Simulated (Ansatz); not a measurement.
# The atomisation energy (no zero-point term) down a group: B to In

Gas-phase molecules, one atom swapped for its congeners: C2H8BN `CBNC`; C2H8GaN `C[NH][GaH][CH3]`; C2H8InN `C[NH][InH][CH3]`. The Al member is missing. All are singlets with charge 0.

Shapes, held fixed at every level: PBE0-D4/def2-TZVP. Flexible molecules stand in one conformer, not always the lowest. Programs: Ansatz 0.2.0. Values in eV.

| level | C2H8BN | C2H8GaN | C2H8InN |
| --- | --- | --- | --- |
| HF/def2-TZVPP | 35.75 | 31.04 | 29.52 |
| BHLYP-D4/def2-TZVPP | 46.68 | 41.66 | 40.11 |
| PBE0-D4/def2-TZVPP | 47.73 | 42.63 | 41.10 |
| wB97X-V/def2-TZVPP | 47.59 | 42.79 | 41.33 |
| CCSD(T)/def2-SVP | 45.42 | 40.56 | 38.89 |
| CCSD(T)/def2-TZVPP | 46.32 | 41.80 | 40.24 |

At CCSD(T)/def2-TZVPP the atomisation energy falls at every step, from 46.32 to 40.24 eV. Every level shows the same order. For atoms past krypton def2 sets carry core potentials with scalar relativity. Relativity is left out for Ga. Outer-core shells of Ga, In are correlated in most correlated rows, in sets that cover them unevenly. Spin-orbit coupling, which grows down the group, is left out (summed over each molecule's free atoms 0.01, 0.08, 0.19 eV). Coupled cluster in double- or triple-zeta sets underbinds by a few per cent against its basis-set limit.
